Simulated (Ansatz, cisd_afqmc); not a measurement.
System: YF2, charge 1, singlet. YF2+ (SMILES [F][Y+][F]).
B3LYP-D3(BJ)/def2-TZVP minimum from Ansatz (a first-principles code):
```
Y
F 1 1.9202
F 1 1.9202 2 111.88
```
Charge +1, spin multiplicity 1.

Total energies in def2-SVP, 16 correlated electrons, 6 frozen orbitals. UHF or UKS for unpaired electrons; spin-orbit terms are left out. Correlated methods leave the cores frozen (noble-gas shells, and filled d and f shells in the p block). Past Kr the def2 sets carry scalar-relativistic core potentials. The Monte Carlo rows (phaseless AFQMC, CISD trial, step 0.005/hartree) carry one-sigma bars that omit the constraint's bias. Outlying blocks are dropped, and bars are widened where a walk drifts. Over all cases where full CI ran beside it in this data, AFQMC minus full CI had a median of +0.1 mEh and passed +0.4 mEh in a tenth of the cases. The spin of F2Y+ ([F][Y+][F], singlet) was assumed, and the state is the lowest solution found for it.

```csv
method,program,energy (Eh),minus CCSDT(Q) (mEh)
HF,Ansatz,-236.52413,437.45
MP2,Ansatz,-236.95632,5.27
CCSD,Ansatz,-236.95136,10.22
CCSD(T),Ansatz,-236.96013,1.45
CCSDT(Q),Ansatz,-236.96158,0.00
AFQMC/CISD,cisd_afqmc,-236.9616 ± 0.0004,0.0 ± 0.4
```

Rough core times of Ansatz's runs on a shared machine: CCSD(T) under 20 s, CCSDT(Q) 90 s.
